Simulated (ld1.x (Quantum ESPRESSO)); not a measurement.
Scattering properties, PAW potential for aluminium (Al)

- Element: aluminium
- Generator: ld1.x (Quantum ESPRESSO) 7.5
- Type: PAW
- Functional: PBEsol
- Relativity: non-relativistic
- Frozen core: [Ne]
- Valence charge: 3
- Reference configuration: 3s1 3p2
- Partial waves: 3s (bound): rcut 1.70, rcutus 2.05 bohr; 3s channel at -0.05 Ry: rcut 1.70, rcutus 2.05 bohr; 3p (bound): rcut 2.10, rcutus 2.80 bohr; 3p channel at 0.3 Ry: rcut 2.10, rcutus 2.80 bohr; 3d channel at 0.5 Ry: rcut 2.25, rcutus 2.85 bohr; 3d channel at 1.95 Ry: rcut 2.25, rcutus 2.85 bohr
- Local potential: all-electron potential smoothed inside 1.85 bohr (lloc = -1)
- Core correction: Bessel-smoothed model core inside 1.25 bohr
- Augmentation charge: PSQ, inside the norm-conserving radii

The phase is arctan(r·u′/u) with u = r·R(r), unwrapped; energies in Ry, scanned from -3 to 5 Ry. A pole is an energy at which the radial function vanishes at the test radius. The pseudo phase is shifted by a multiple of π to meet the all-electron one at the reference energy, and phase errors are pseudo minus all-electron; the curves can meet again beyond the range given. Levels narrower than the energy grid can be missing from the lists of poles.

Problem. For each channel, where are the poles, and over which energies does the pseudopotential scatter like the atom?

Solution.

```csv
channel,radius (bohr),reference energy (Ry),"poles, all-electron","poles, pseudo",unbroken range about the reference energy with phases within 0.05 rad,phase error 1 Ry above the reference energy (rad)
s,3.09,-0.62,"-0.00, 4.79","-0.00, 4.59",the whole range,-0.000
p,3.09,-0.24,0.68,"0.68, 4.76",below 2.3,-0.000
d,3.09,0.50,1.51,1.51,the whole range,+0.000
```

Phases in the d channel:

```tsv
E (Ry)	all-electron	pseudo
-3.00	1.385	1.385
-2.76	1.378	1.378
-2.52	1.369	1.369
-2.28	1.359	1.359
-2.04	1.347	1.347
-1.80	1.333	1.333
-1.56	1.316	1.316
-1.32	1.296	1.296
-1.08	1.269	1.269
-0.84	1.234	1.234
-0.60	1.185	1.185
-0.36	1.109	1.109
-0.12	0.979	0.979
0.12	0.709	0.709
0.36	0.062	0.062
0.60	-0.797	-0.797
0.84	-1.216	-1.216
1.08	-1.404	-1.404
1.32	-1.511	-1.511
1.56	-1.585	-1.585
1.80	-1.646	-1.646
2.04	-1.706	-1.706
2.28	-1.775	-1.775
2.52	-1.870	-1.870
2.76	-2.033	-2.031
3.00	-2.397	-2.391
3.24	-3.283	-3.262
3.48	-4.041	-4.026
3.72	-4.333	-4.324
3.96	-4.467	-4.460
4.20	-4.544	-4.537
4.44	-4.595	-4.589
4.68	-4.632	-4.626
4.92	-4.662	-4.655
```
